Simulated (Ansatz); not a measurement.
FGaH4OSSi (`[OH][Ga]([SH])[SiH2]F`), relaxed with RKS PBE0-D4/def2-TZVP in the Gaussian-basis code of Ansatz from a PBE-D4/def2-SVP geometry. The force threshold is 0.005 eV/Å; the program also tests the step.

The species carries charge 0 and has multiplicity 1.

Start:

```xyz
9

O     1.579    1.225   -0.631
Ga    0.147    0.493    0.194
S    -0.737    1.555    1.951
Si   -0.672   -1.598   -0.685
F     0.352   -2.780   -0.167
H     1.904    2.048   -0.222
H     0.163    2.578    1.923
H    -2.051   -1.913   -0.174
H    -0.686   -1.608   -2.189
```

```tsv
step	energy (eV)	largest force (eV/Å)	largest move (Å)
1	-75907.8220	1.005	0.000
2	-75907.8626	0.680	0.041
3	-75907.8734	0.153	0.049
4	-75907.8756	0.037	0.027
5	-75907.8758	0.036	0.014
6	-75907.8761	0.015	0.021
7	-75907.8762	0.009	0.013
8	-75907.8763	0.010	0.023
9	-75907.8764	0.014	0.019
10	-75907.8764	0.084	0.065
11	-75907.8767	0.060	0.013
14 (rejected)	-75907.8765	0.190	0.114
17	-75907.8778	0.067	0.014
20	-75907.8790	0.036	0.013
23	-75907.8797	0.041	0.010
26 (rejected)	-75907.8781	0.286	0.147
29	-75907.8803	0.025	0.046
32 (rejected)	-75907.8804	0.044	0.051
35	-75907.8806	0.046	0.033
38	-75907.8807	0.013	0.014
41	-75907.8808	0.014	0.011
44	-75907.8809	0.010	0.024
45	-75907.8809	0.005	0.003
```

End:

```xyz
9

O     1.894    0.942   -0.133
Ga    0.206    0.471    0.203
S    -1.050    1.851    1.394
Si   -0.664   -1.601   -0.659
F     0.535   -2.583   -1.069
H     2.168    1.781    0.245
H    -0.098    2.791    1.522
H    -1.493   -2.292    0.363
H    -1.498   -1.361   -1.866
```

Run time 2.5 min (4 threads of a server CPU on a shared host); peak host memory 0.68 GiB.
